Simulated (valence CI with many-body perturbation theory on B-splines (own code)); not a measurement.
Level structure of Pt³⁹⁺

Level of theory: configuration interaction combined with many-body perturbation theory (CI+MBPT): three valence electrons over a frozen Dirac-Fock core [Kr], radial functions for each j: 7 s, 7 p, 8 d, 6 f, 4 g, 1 h, with the one-electron correlation potential Σ1, the two-electron term Σ2, the three-electron term Σ3, Breit, model QED; selected CI, second order for the rest, scaled by the run's own slope (own B-spline code, finite nucleus).

The last digits are not significant, and no measured levels were compared; by estimate large intervals hold to a few tenths of a per cent, small ones and those within an open d or f shell to about a per cent. The list stops below the first excitations out of the core.

Levels 1 to 19 of 19, with energies above the lowest level, (4d3/2^3) J=3/2. "Leading %" is the weight of the configuration and term that name the level; weights of strongly mixed levels are sums over their largest components and can fall short. In the jj column 3d3/2^4 stands for four electrons in 3d with j = 3/2. Lifetimes count E1, E2, E3, M1 and M2 decay at the calculated energies, and are blank where another channel may lead or the interval is too uncertain; long ones can be off by a factor of two.

```csv
No.,Configuration,Term,J,E (cm⁻¹),Leading %,g,Lifetime,Leading jj
1,4d3,4F,3/2,0,47,0.708,,4d3/2^3 (98 %)
2,4d3,4F,5/2,168460,83,1.055,8.53 μs,4d3/2^2 4d5/2 (99 %)
3,4d3,4P,3/2,188700,39,1.189,10.6 μs,4d3/2^2 4d5/2 (98 %)
4,4d3,2G,7/2,202960,48,1.048,1.70 ms,4d3/2^2 4d5/2 (96 %)
5,4d3,2H,9/2,204970,45,1.044,17.4 s,4d3/2^2 4d5/2 (99 %)
6,4d3,4P,1/2,206500,59,1.839,28.0 μs,4d3/2^2 4d5/2 (100 %)
7,4d3,2D,5/2,279470,40,1.268,65.7 μs,4d3/2^2 4d5/2 (94 %)
8,4d3,4F,7/2,368060,64,1.115,4.53 μs,4d3/2 4d5/2^2 (98 %)
9,4d3,4F,9/2,383980,51,1.137,7.83 μs,4d3/2 4d5/2^2 (97 %)
10,4d3,4P,3/2,398440,41,1.122,3.75 μs,4d3/2 4d5/2^2 (99 %)
11,4d3,2P,1/2,408350,59,1.489,5.82 μs,4d3/2 4d5/2^2 (100 %)
12,4d3,2D,5/2,413520,39,1.278,7.37 μs,4d3/2 4d5/2^2 (94 %)
13,4d3,2H,11/2,416750,100,1.086,18.9 μs,4d3/2 4d5/2^2 (100 %)
14,4d3,2D,5/2,440950,45,1.098,11.8 μs,4d3/2 4d5/2^2 (97 %)
15,4d3,2F,7/2,444950,80,1.093,14.6 μs,4d3/2 4d5/2^2 (98 %)
16,4d3,2D,3/2,507650,76,0.906,6.76 μs,4d3/2 4d5/2^2 (94 %)
17,4d3,2G,9/2,582110,51,1.159,3.76 μs,4d5/2^3 (98 %)
18,4d3,2D,3/2,626550,47,1.118,3.55 μs,4d5/2^3 (94 %)
19,4d3,2D,5/2,661280,61,1.165,2.80 μs,4d5/2^3 (96 %)
```

The ionisation energy to 4d2 3F_2 of the next ion comes out as 1822.4 eV (NIST: 1821 ± 4 eV (theoretical)). All 19 levels together are meant to be complete up to 1110300 cm⁻¹.
